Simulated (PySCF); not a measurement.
**Rubidium: a sound run and one with changed settings**

Sound run: Rb²⁺ [Ar] 3d10 4s2 4p5, Rb³⁺ [Ar] 3d10 4s2 4p4. All numbers are calculated (PySCF 2.14, scalar relativity by spin-free X2C-1e, in cc-pVDZ-X2C (6s5p3d, 36 functions)). The sound run starts from symmetry-adapted Hartree-Fock orbitals and uses a fine grid where one is needed.

A second run was set up differently.

| species | method | sound run (hartree) | changed run (hartree) | converged |
| --- | --- | --- | --- | --- |
| Rb²⁺ | UHF | -2978.00122 | -2978.00122 | yes |
| Rb²⁺ | TPSS | -2979.70078 | -2979.80917 | yes |
| Rb²⁺ | r2SCAN | -2979.79392 | -2979.94631 | yes |
| Rb³⁺ | UHF | -2976.53596 | -2976.53596 | yes |
| Rb³⁺ | TPSS | -2978.18914 | -2978.28709 | yes |
| Rb³⁺ | r2SCAN | -2978.27809 | -2978.40772 | yes |

Ionisation energy of Rb²⁺:

| method | sound run (eV) | changed run (eV) |
| --- | --- | --- |
| UHF | 39.872 | 39.872 |
| TPSS | 41.134 | 41.418 |
| r2SCAN | 41.248 | 41.867 |

What was changed?
A. angular grid far too coarse
B. basis contracted for another Hamiltonian
C. minimal basis
D. all electrons correlated in a valence basis

A. It used 6 angular points. A coarse angular grid integrates products of high-l functions wrongly, so density functionals can shift, and the SCF can exploit the error; Hartree-Fock and MP2 need no grid.
